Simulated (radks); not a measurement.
Results of a calculation; reference values are marked as such.
All-electron atom: Sr35+ in [He] 2s1. Code: a radial shooting solver on a logarithmic mesh with Libxc functionals. Model: Dirac Kohn-Sham, relativistic LDA (MacDonald-Vosko exchange, VWN5 correlation), spin-unpolarised, spherical densities, finite nucleus; Fermi nuclear charge, rms radius 4.224 fm.

Normalised radial functions P(r) = r R(r) (large component), r in bohr:

```
   r/bohr * 1s1/2, o 2s1/2 (the largest magnitude, 4.48, reaches the edge; | marks zero, & curves that meet)
 0.001759                             | o  *
 0.002346                             | o    *
 0.003104                             |  o    *
  0.00414                             |   o      *
 0.005521                             |    o       *
 0.007364                             |     o         *
 0.009744                             |      o           *
    0.013                             |       o              *
  0.01733                             |       o                *
  0.02312                             |       o                  *
  0.03059                             |      o                   *
   0.0408                             |   o                   *
  0.05441                            o|                  *
  0.07258                      o      |            *
  0.09603                o            |      *
   0.1281             o               |  *
   0.1708              o              |*
   0.2278                   o         *
   0.3015                        o    *
   0.4021                            o*
   0.5363                             &
```

1s1/2: eigenvalue -18836.8 eV, 0 radial nodes, <r> = 0.0390 bohr, 90 % of the charge inside 0.0698 bohr. 2s1/2: eigenvalue -4532.7 eV, 1 radial node at r = 0.0516 bohr, <r> = 0.159 bohr, 90 % of the charge inside 0.243 bohr.
